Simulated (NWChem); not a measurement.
# CH4CdO; SMILES [CH3][Cd][OH]

```xyz
7

Cd     0.0025     0.0271     0.0000
C     -0.0235    -2.0613     0.0000
H      0.4819    -2.4485    -0.8965
H     -1.0589    -2.4323     0.0065
H      0.4928    -2.4487     0.8902
O     -0.0848     1.9973     0.0000
H      0.7828     2.4155     0.0003
```
Atoms are numbered in this order, from 1.

Program: NWChem. The geometry was optimised at PBE0/def2-SVP. def2 effective core potentials on Cd; no spin-orbit coupling.

Task: Taking TPSS/def2-TZVPP as the yardstick, which of these has the fewest basis functions while keeping “dipole (D)” within 0.1 D of it: TPSS/def2-SVP; TPSS/def2-TZVP; TPSS/def2-SVPD?

Result: TPSS/def2-TZVP.
```tsv
level	basis functions	dipole (D)
TPSS/def2-SVP	79	1.81
TPSS/def2-SVPD	109	2.18
TPSS/def2-TZVP	126	2.11
TPSS/def2-TZVPP	174	2.05
```

The yardstick is one finite set, not the basis-set limit.
